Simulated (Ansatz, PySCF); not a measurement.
Complex: H2 (SMILES [H][H]) (first 2 atoms) with C4H6 (SMILES C=CC=C); geometry from B3LYP-D3(BJ)/def2-TZVP, rigid monomers moved along the line of their centres of mass till H2···C4 is 4.33 Å.
(charge 0, multiplicity 1):
```xyz
12

H     -0.39781    -0.77197    -0.13853
H     -0.31462    -0.32971     0.45481
C      1.07382     1.76813     3.85665
C      0.16435     1.05859     4.52699
C      0.29313    -0.35515     4.82979
C     -0.62016    -1.06546     5.49355
H      1.98776     1.31275     3.49306
H      0.93484     2.82076     3.65090
H     -0.74182     1.54566     4.87668
H      1.19896    -0.84256     4.47992
H     -0.48385    -2.11915     5.69574
H     -1.53490    -0.60986     5.85488
```

Interaction energies are E(AB) − E(A) − E(B) at the monomers' geometry in the complex; basis-set methods are counterpoise corrected.

Correlated levels freeze the cores.

Run with Ansatz (a program for electronic structure) with Gaussian orbitals; PySCF for the dispersion terms. Values without a source in brackets are computed.

PBE/def2-TZVPPD gives -0.15 kcal/mol for the interaction energy.

Question: How do the other levels lie against it? Give each less PBE: PBE-D3(BJ)/def2-TZVPPD, r2SCAN/def2-TZVPPD, PBE0/def2-TZVPPD, wB97M-V/def2-TZVPPD, MP2/aug-cc-pVDZ, CCSD(T)/aug-cc-pVDZ.

Answer: PBE-D3(BJ)/def2-TZVPPD -0.13; r2SCAN/def2-TZVPPD 0.07; PBE0/def2-TZVPPD 0.02; wB97M-V/def2-TZVPPD -0.06; MP2/aug-cc-pVDZ -0.05; CCSD(T)/aug-cc-pVDZ -0.04 kcal/mol. 2 of 6 lie above PBE; the widest gap is to PBE-D3(BJ)/def2-TZVPPD.
